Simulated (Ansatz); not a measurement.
A made-up structure of GaSiH$_{3}$O, closed shell:

```
6
angstrom
O -1.7579 -1.6007 1.1649
Si 0.3831 1.1379 -0.0372
Ga -0.3489 -1.1695 -0.0026
H 0.3032 -2.2320 -0.8896
H 1.3809 1.5670 0.8776
H -0.2511 2.0578 -0.9135
```

It is relaxed with PBE-D4/def2-SVP and then PBE0-D4/def2-TZVP (Ansatz 0.2.0). Atoms count as bonded within 1.22 times the sum of their covalent radii (H–H: 0.88 Å). The end point is not checked to be a true minimum.

(1) Does its bonding change? (A judgement: the text doesn't fix the answer.)

Results:

(1) By the calculation: Yes. Formed: O1–Si2; broken: none.

Where it ends: The first stage lowers the energy by 3.48 eV in 15 steps. It ends as GaSiH₃O ([O]1[SiH2][GaH]1):
```
6
angstrom
O -0.9056 -0.3779 0.7225
Si 0.0488 0.8508 0.1891
Ga 0.1991 -1.2956 -0.5373
H -0.0328 -2.8186 -0.7439
H 0.9980 1.4607 1.1594
H -0.5982 1.9411 -0.5901
```

Labels in which every atom is bracketed show which atoms are joined, not bond orders.

For scale, one of the runs: PBE0-D4/def2-TZVP relaxation, 134 basis functions, launched by `ansatz run in.yaml --threads 2 --pin off --events-out ev --progress --plain --max-ram 4352MiB`. The run took about 21 s on 2 CPU threads of an Arm Neoverse V1 (shared host).
